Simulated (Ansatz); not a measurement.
YOCl, SMILES [O]=[Y][Cl].

Coordinates come from a PBE0-D3(BJ)/def2-TZVP optimisation. The def2 effective core potentials stand for the cores of Y; spin–orbit coupling is left out.

Two levels are set side by side: PBE/def2-TZVPD (Ansatz, a quantum-chemistry and plane-wave program) and PBE0/def2-TZVPD (Ansatz). Energy differences of separate SCF runs at the same geometry; the states with an electron removed or added have multiplicity 2 and 2. Differences are taken from unrounded values.

```json
[
 {"quantity": "vertical ionisation energy (eV)", "PBE0": "9.18", "PBE": "9.09", "PBE minus PBE0": "-0.09"},
 {"quantity": "vertical electron affinity (eV)", "PBE0": "1.33", "PBE": "1.30", "PBE minus PBE0": "-0.02"},
 {"quantity": "vertical singlet–triplet gap (eV)", "PBE0": "2.85", "PBE": "2.92", "PBE minus PBE0": "0.08"}
]
```
